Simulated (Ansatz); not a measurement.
Computed with Ansatz on PBE0-D4/def2-TZVP structures; ΔE is electronic, products minus reactants. CCSD(T)/CBS is the MP2 limit (def2-TZVPP, def2-QZVPP) plus CCSD(T) − MP2 in def2-TZVPP, frozen cores. This one scheme is used for every species. DFT in def2-TZVPP. def2 core potentials past Kr. For In outer-core shells are correlated without core-valence functions, which leaves a few kJ/mol of doubt a bond. One conformer a species, not always the lowest.

`[SiH3][CH2][InH][SiH3]` + H–F → `F[CH2][InH][SiH3]` + SiH₄  (substitution at a C–Si bond)

```tsv
level	ΔE (kcal/mol)
PBE-D4	26.8
ωB97X-V	26.2
HF/def2-TZVPP	23.3
CCSD/CBS(def2)	31.1
```

What does CCSD(T)/CBS give? (An estimate is asked.)

Computed: +31.8 kcal/mol. The listed levels differ from it by -5.0, -5.6, -8.5, -0.7 kcal/mol.

Largest T1 diagnostic among the species: 0.013.

The D4 term adds +2.7 kcal/mol with B3LYP and +1.6 kcal/mol with PBE0; it sums over pairs of atoms, weighted by their polarisabilities, and B3LYP, whose exchange is more repulsive, gets the larger term. From PBE to PBE0 (25 % exact exchange), in def2-TZVPP and without D4, ΔE moves by +2.2 kcal/mol. In def2-TZVPP, CCSD(T) changes the Hartree–Fock value by +6.7 kcal/mol (the triples alone add +0.7 kcal/mol) and MP2 by +10.6 kcal/mol.

CCSD(T)/CBS has its own doubt, a few kJ/mol and more with outer-core shells, so smaller differences from it don't rank the levels.

B3LYP here is the variant with VWN-RPA as its local correlation; programs differ in this.
